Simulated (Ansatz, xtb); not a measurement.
## C4H5N3Se: which of two isomers lies lower

We compare a, `[H]/N=C\Cc1cn[se]n1`, a singlet, with b, `C/C=N\c1nc[se]n1`, a singlet. Both are isolated molecules in the gas phase, relaxed with B3LYP-D3(BJ)/def2-SVP; each stands in its lowest conformer found.

a (Å):

```json
{"atom": "C", "x (Å)": "-0.9641", "y (Å)": "1.2197", "z (Å)": "-0.3676"}
{"atom": "C", "x (Å)": "0.2528", "y (Å)": "1.3482", "z (Å)": "-1.2612"}
{"atom": "C", "x (Å)": "0.4209", "y (Å)": "0.1418", "z (Å)": "-2.1516"}
{"atom": "C", "x (Å)": "0.6698", "y (Å)": "-1.1961", "z (Å)": "-1.6347"}
{"atom": "N", "x (Å)": "-1.0019", "y (Å)": "1.2426", "z (Å)": "0.8999"}
{"atom": "N", "x (Å)": "0.7830", "y (Å)": "-2.1620", "z (Å)": "-2.5026"}
{"atom": "N", "x (Å)": "0.3266", "y (Å)": "0.2411", "z (Å)": "-3.4528"}
{"atom": "Se", "x (Å)": "0.5651", "y (Å)": "-1.4212", "z (Å)": "-4.1530"}
{"atom": "H", "x (Å)": "-0.0562", "y (Å)": "1.3730", "z (Å)": "1.2865"}
{"atom": "H", "x (Å)": "-1.9180", "y (Å)": "1.0810", "z (Å)": "-0.9072"}
{"atom": "H", "x (Å)": "0.1406", "y (Å)": "2.2298", "z (Å)": "-1.9117"}
{"atom": "H", "x (Å)": "1.1535", "y (Å)": "1.4903", "z (Å)": "-0.6393"}
{"atom": "H", "x (Å)": "0.7599", "y (Å)": "-1.4157", "z (Å)": "-0.5647"}
```

b (Å):

```yaml
atoms:
  - { symbol: C, position_ang: [-1.4590, 2.8598, 1.2550] }
  - { symbol: C, position_ang: [-1.8778, 1.7852, 0.2964] }
  - { symbol: C, position_ang: [-0.8921, -0.0649, 1.3401] }
  - { symbol: C, position_ang: [0.6154, -1.5458, 1.9995] }
  - { symbol: N, position_ang: [-1.6032, 0.5414, 0.3130] }
  - { symbol: N, position_ang: [0.0808, -0.9821, 0.9703] }
  - { symbol: N, position_ang: [-1.1795, 0.1463, 2.6057] }
  - { symbol: Se, position_ang: [-0.1363, -0.9464, 3.6252] }
  - { symbol: H, position_ang: [-1.1747, 3.7669, 0.6983] }
  - { symbol: H, position_ang: [-2.3181, 3.1280, 1.8945] }
  - { symbol: H, position_ang: [-0.6438, 2.5434, 1.9177] }
  - { symbol: H, position_ang: [-2.5089, 2.1197, -0.5444] }
  - { symbol: H, position_ang: [1.4074, -2.2976, 1.9387] }
```

Question: Estimate which is lower in electronic energy at CCSD(T)/def2-SVP + ΔMP2/def2-TZVPP, and by roughly how much.

Answer: The CCSD(T)/def2-SVP + ΔMP2/def2-TZVPP calculation puts structure b lower, by 0.115 eV.

The same difference at several levels:

| level | geometry | E(b) − E(a) (eV) | departure from the last row (eV) | job, with rough time for the two |
| --- | --- | --- | --- | --- |
| GFN2-xTB | GFN2-xTB | −0.531 | −0.416 | optimisation, 0.38 s |
| HF/STO-3G | GFN2-xTB | −0.211 | −0.097 | single point, 0.64 s |
| r2SCAN-D4/def2-SVP | GFN2-xTB | −0.395 | −0.281 | single point, 5.1 s |
| B3LYP-D3(BJ)/def2-SVP | B3LYP-D3(BJ)/def2-SVP | −0.345 | −0.230 | optimisation, 3 min |
| HF/def2-SVP | B3LYP-D3(BJ)/def2-SVP | −0.411 | −0.297 | part of the CCSD(T) run |
| MP2/def2-SVP | B3LYP-D3(BJ)/def2-SVP | −0.192 | −0.077 | part of the CCSD(T) run |
| CCSD(T)/def2-SVP | B3LYP-D3(BJ)/def2-SVP | −0.225 | −0.110 | single point |
| CCSD(T)/def2-SVP + ΔMP2/def2-TZVPP | B3LYP-D3(BJ)/def2-SVP | −0.115 |  | single point, 2.6 min |

As drawn, b has 1 C–N, 1 C∷N, 1 C∷Se, 1 C–H in place of 1 N–H, 1 C–C, 1 C∷C, 1 N∷Se (∷ is an aromatic bond).

None of the levels shown reverses the order. The largest departure from CCSD(T)/def2-SVP + ΔMP2/def2-TZVPP is that of GFN2-xTB, 0.416 eV. The last row adds to CCSD(T) the change of the MP2 difference between the two basis sets, here +0.110 eV.

With thermal terms from frequencies at re-optimised GFN2-xTB minima (ideal gas, soft modes damped towards free rotors, one conformer each, 298.15 K, 1 atm): on the last row, ΔE + ΔZPE = −0.131, ΔH = −0.127, ΔG = −0.132 eV.

The correlated steps freeze 16 core orbitals; the filled d shell of Se is correlated, in a basis made for valence electrons. Programs: Ansatz 0.2.0, xtb 6.7.1; the last row on 4 threads of Arm Neoverse V1 on a shared host.
